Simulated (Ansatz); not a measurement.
Molecule: C₂H₅Cl₂Si, net charge 0, doublet state. It need not be the lowest isomer of its formula. SMILES: C[Si]([CH2])(Cl)Cl
Structure (B3LYP-D3(BJ)/def2-TZVP (Ansatz, a program for electronic structure) minimum search):
```xyz
10

Si    -0.0211    -0.3518    -0.0871
Cl     0.0100     1.2421    -1.4073
Cl    -0.0729     0.4495     1.8209
C     -1.5486    -1.3141    -0.3632
C      1.5299    -1.3442    -0.2899
H     -2.5333    -0.8678    -0.2938
H     -1.5314    -2.3707    -0.6051
H      1.5902    -1.7487    -1.3020
H      1.5439    -2.1726     0.4210
H      2.4077    -0.7223    -0.1131
```
Charge 0, spin multiplicity 2.

Parts of the frozen-core correlation energy in 6-31G (Ansatz, hartree). Frozen orbitals: 17; correlated occupied orbitals by spin: 16 and 15; virtual: 34 and 35. Open shells are spin-unrestricted. Spin-orbit coupling is left out. No relativistic terms.

```json
[
 {"term": "reference (HF)", "value": "-1286.48202"},
 {"term": "MP2 opposite-spin", "value": "[?]"},
 {"term": "MP2 same-spin", "value": "-0.06304"},
 {"term": "CCSD correlation", "value": "[?]"},
 {"term": "(T)", "value": "[?]"},
 {"term": "T1 diagnostic", "value": "0.010"},
 {"term": "largest doubles amplitude", "value": "0.026"},
 {"term": "<S^2> of the reference", "value": "0.761"}
]
```

Q: What belongs in the gaps?

A: 
- MP2 opposite-spin, value: -0.22494
- CCSD correlation, value: -0.33269
- (T), value: -0.00709
